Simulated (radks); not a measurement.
Results of a calculation; reference values are marked as such.
Q: Ionisation of neutral rhenium, [Xe] 4f14 5d5 6s2, to [Xe] 4f14 5d5 6s1 as the strength of local exchange is varied. Code: a radial shooting solver on a logarithmic mesh with Libxc functionals. Model: scalar-relativistic Kohn-Sham, Slater X-alpha exchange (alpha = 2/3 is LDA exchange), no correlation, spin-polarised, spherical densities, finite nucleus; open shells are filled with parallel spins first (spin-orbit coupling, left out, can overturn this in heavy ions); Fermi nuclear charge, rms radius 5.3698 fm.

| alpha | E(Re) (hartree) | exchange (hartree) | IE (eV) | -e of the level emptied (eV) | <r> of it (bohr) |
|---|---|---|---|---|---|
| 0.667 | -16672.3813 | -313.2408 | 6.380 | 3.803 (6s) | 3.408 |
| 0.769 | -16720.6007 | -362.2708 | 6.774 | 4.252 (6s) | 3.353 |
| 0.829 | -16749.0352 | -391.2506 | 7.019 | 4.533 (6s) | 3.320 |
| 0.852 | -16759.9489 | -402.3867 | 7.115 | 4.644 (6s) | 3.307 |
| 0.983 | -16822.2549 | -466.1008 | 7.691 | 5.307 (6s) | 3.232 |
| 1.009 | -16834.6504 | -478.8043 | 7.810 | 5.444 (6s) | 3.217 |
| 1.013 | -16836.5582 | -480.7603 | 7.828 | 5.466 (6s) | 3.214 |
| x | -16806.5362 | -450.0048 | 7.541 | 5.135 (6s) | 3.251 |

Which alpha was used in the last row?

A: alpha = 0.95. NIST Atomic Spectra Database: 7.834 eV (measured). The central value is not met in this range of alpha. Open shells are spherical and high-spin; term and fine-structure splittings are not resolved. Spin-orbit splitting is averaged out at the scalar-relativistic level.
